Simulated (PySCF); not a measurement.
## How methods differ on the ionisation energy of Tl

Tl [Xe] 4f14 5d10 6s2 6p1 (2P) → Tl⁺ [Xe] 4f14 5d10 6s2 (1S), as a difference of total energies. Calculation: PySCF 2.14, in def2-QZVPPD with the def2 core potential (60 electrons); a scalar-relativistic core potential. Correlated levels: valence: 5s2 5p6 5d10 frozen. The calculations carry no spin-orbit coupling.

| method | ionisation energy (eV) | error (eV) |
| --- | --- | --- |
| UHF | 5.014 | -0.450 |
| MP2 (valence) | 5.203 | -0.261 |
| SCS-MP2 (valence) | 5.186 | -0.278 |
| CCSD (valence) | 5.242 | -0.222 |
| CCSD(T) (valence) | 5.258 | -0.206 |

Reference: 5.464 eV (measured; NIST levels, between the centres of gravity of the two terms).

Errors of the correlated levels include the incompleteness of this basis and the frozen core.
